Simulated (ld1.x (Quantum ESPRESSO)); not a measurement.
## What one change does to a pseudopotential (Hg (Z = 80), TM)

ld1.x (Quantum ESPRESSO) 7.5 input, shortened:

```
&input
   title='Hg', zed=80., rel=1, dft='PBESOL', iswitch=3,
   config='[Xe] 4f14 5d10 6s0.5 6p0'
 /
 &inputp
   pseudotype=2, tm=.true., lloc=2,
   nlcc=.false.
 /
4
6S  1  0   0.50   0.00  1.65  1.65  0.0
6P  2  1   0.00   0.00  2.55  2.55  0.0
4F  4  3  14.00   0.00  0.75  0.75  0.0
5D  3  2  10.00   0.00  2.00  2.00  0.0
 &test
   configts(1)='4f14 5d10 6s0.5 6p0'
 /
```

Change: functional PBE.

Cutoffs: the cutoffs (Ry, on a coarse ladder) from which the occupation-weighted sum of valence levels, in a spherical-Bessel basis at the reference potential, stays within 10 and 1 mRy of its value at 400 Ry; they do not see the model core or the augmentation charge, which bear on the density cutoff. Errors are all-electron minus pseudo energies relative to the spin-unpolarised reference configuration.

Q: What does the change do?

A: Both files keep a bound ghost (s); of the 7 tests that both files solve, the error grows in 4 and shrinks in 3 by more than 15 % and 0.3 meV (median size 16.3 → 14.1 meV).

```csv
quantity,base,changed
bound ghosts,s,s
"error for 4f14 5d10 6s2 6p0, meV [ΔE -19.17 → -19.09 eV]",+16,+32
"error for 4f14 5d10 6s1 6p0, meV [ΔE -8.43 → -8.41 eV]",+4.9,+7.3
"error for 4f14 5d10 6s0 6p0, meV [ΔE 10.58 → 10.57 eV]",-0.1,+2.5
"error for 4f14 5d9 6s2 6p0, meV [ΔE -3.63 → -3.58 eV]",-23,-14
"error for 4f14 5d9 6s0 6p0, meV [ΔE 46.13 → 46.09 eV]",-25,-11
"error for 4f14 5d9 6s2 6p1, meV [ΔE -8.75 → -8.72 eV]",-46,-29
"error for 4f14 5d10 6s1.5 6p0, meV [ΔE -14.78 → -14.74 eV]",+11,+19
s: phases at 2.75 bohr within 0.05 rad from the reference energy up to (Ry; the scan ends near 5),n/a,n/a
p: phases at 2.75 bohr within 0.05 rad from the reference energy up to (Ry; the scan ends near 5),3.8,n/a
d: phases at 2.75 bohr within 0.05 rad from the reference energy up to (Ry; the scan ends near 5),to the end of the scan,to the end of the scan
f: phases at 2.75 bohr within 0.05 rad from the reference energy up to (Ry; the scan ends near 5),0.3,0.3
```

Base: These tests converged, but a pseudo level misses the all-electron one widely, so the file describes the atom poorly there or has found another state: 4f14 5d9 6s0 6p0: empty 6p by 4.7 eV (a node warning on the way). Changed file: These tests converged, but a pseudo level misses the all-electron one widely, so the file describes the atom poorly there or has found another state: 4f14 5d9 6s0 6p0: empty 6p by 4.6 eV (a node warning on the way). A true bound ghost makes a file unfit for plane-wave use even where its test errors are small: the radial tests pick states by their node count and pass the ghost by.
